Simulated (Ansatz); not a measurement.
Reaction R1 → P1 + P2, each structure at its B3LYP-D3(BJ)/def2-TZVP stationary point, reached from a drawn start (curvature not checked).
R1: CH2Cl2 (SMILES ClCCl), charge 0, multiplicity 1.
P1, CH2Cl (SMILES [CH2]Cl) (charge 0, multiplicity 2, Z-matrix in Å and degrees):
```
C
H 1 1.0768
H 1 1.0768 2 124.26
Cl 1 1.6978 2 117.87 3 -179.97
```
P2: Cl atom, charge 0, multiplicity 2.

P less R. No zero-point or thermal terms; singlets are restricted closed shells; open shells are unrestricted; no spin–orbit coupling.

Correlated levels freeze the cores.

Programs: Ansatz (Gaussian basis) for Hartree–Fock, density functionals and correlated methods. No computed number here is a measurement.

Total energies in hartree:

```json
[
 {"structure": "R1", "PBE/def2-TZVPP": "-959.318959", "PBE0/def2-TZVPP": "-959.396525", "CCSD(T)/cc-pV(Q+d)Z": "-958.758414"},
 {"structure": "P1", "PBE/def2-TZVPP": "-499.228427", "PBE0/def2-TZVPP": "-499.271432", "CCSD(T)/cc-pV(Q+d)Z": "-498.934816"},
 {"structure": "P2", "PBE/def2-TZVPP": "-459.958430", "PBE0/def2-TZVPP": "-459.997429", "CCSD(T)/cc-pV(Q+d)Z": "-459.694492"}
]
```

Work out the reaction energy at each level in kcal/mol (1 hartree = 627.50947 kcal/mol), and say how far PBE/def2-TZVPP lies from CCSD(T)/cc-pV(Q+d)Z.


- PBE/def2-TZVPP: (-499.228427) + (-459.958430) − (-959.318959) = 0.132102 hartree = 82.90 kcal/mol
- PBE0/def2-TZVPP: (-499.271432) + (-459.997429) − (-959.396525) = 0.127664 hartree = 80.11 kcal/mol
- CCSD(T)/cc-pV(Q+d)Z: (-498.934816) + (-459.694492) − (-958.758414) = 0.129106 hartree = 81.02 kcal/mol
PBE/def2-TZVPP less CCSD(T)/cc-pV(Q+d)Z: 1.88 kcal/mol. CCSD(T)/cc-pV(Q+d)Z is the level counted from, the highest shown, and no exact or measured value.

Ansatz is an electronic-structure program.
